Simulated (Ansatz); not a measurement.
Gas-phase electronic energies from Ansatz, PBE0-D4/def2-TZVP geometries. CCSD(T)/CBS is the MP2 limit (def2-TZVPP, def2-QZVPP) plus CCSD(T) − MP2 in def2-TZVPP, frozen cores. DFT in def2-TZVPP. B3LYP here is the variant with VWN-RPA as its local correlation; programs differ in this. For Ga outer-core shells are correlated without core-valence functions, which leaves a few kJ/mol of doubt a bond. Scalar relativity is left out up to krypton. One conformer a species, not always the lowest.

Consider the redistribution: `C[BH][GaH2]` + `[CH3][GaH][SiH3]` → `[SiH3][GaH2]` + `C[BH][GaH][CH3]`.

| level | ΔE (kJ/mol) | difference from CCSD(T)/CBS |
| --- | --- | --- |
| r2SCAN-D4 | 3.7 | 0.7 |
| PBE0-D4 | 3.5 | 0.5 |
| B3LYP-D4 | 3.4 | 0.4 |
| ωB97X-V | 3.1 | 0.1 |
| PBE0 | 3.3 | 0.3 |
| HF/def2-TZVPP | 2.5 | -0.5 |
| MP2/def2-TZVPP | 3.0 | 0.0 |
| SCS-MP2/def2-TZVPP | 2.7 | -0.3 |
| CCSD/def2-TZVPP | 2.8 | -0.2 |
| MP2/def2-QZVPP | 3.0 | 0.0 |
| CCSD(T)/CBS | 3.0 | 0 |

Largest T1 diagnostic among the species: 0.013.
